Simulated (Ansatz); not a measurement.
Reaction R1 → 2 P1, each structure at its B3LYP-D3(BJ)/def2-TZVP stationary point, reached from a drawn start (curvature not checked).
R1, Br2 (SMILES BrBr) (charge 0, multiplicity 1):
```xyz
2

Br     0.00000     0.00000    -1.15787
Br     0.00000     0.00000     1.15787
```
P1: Br atom, charge 0, multiplicity 2.

P less R. No zero-point or thermal terms; singlets are restricted closed shells; open shells are unrestricted; no spin–orbit coupling.

Cores are frozen in the correlated methods. In cc and def2 sets filled d and f shells under p-block atoms count as core. CBS: X⁻³ extrapolation of the correlation energy, Hartree–Fock from the larger set.

Run with Ansatz (a first-principles code) with Gaussian orbitals. No computed number here is a measurement.

| level | reaction energy (kJ/mol) |
|---|---|
| HF/cc-pVTZ | 64.2 |
| BLYP/def2-TZVPP | 214.0 |
| r2SCAN/def2-TZVPP | 221.4 |
| B3LYP/def2-TZVPP | 203.5 |
| PBE0/def2-TZVPP | 216.8 |
| BHLYP/def2-TZVPP | 174.3 |
| SCS-MP2/cc-pVTZ | ? |
| SCS-MP2/cc-pVQZ | ? |
| CCSD(T)/CBS(cc-pVTZ, cc-pVQZ) | ? |

Q: Some entries are withheld; supply them.

A: 
- SCS-MP2/cc-pVTZ, reaction energy (kJ/mol): 194.6
- SCS-MP2/cc-pVQZ, reaction energy (kJ/mol): 208.7
- CCSD(T)/CBS(cc-pVTZ, cc-pVQZ), reaction energy (kJ/mol): 217.1
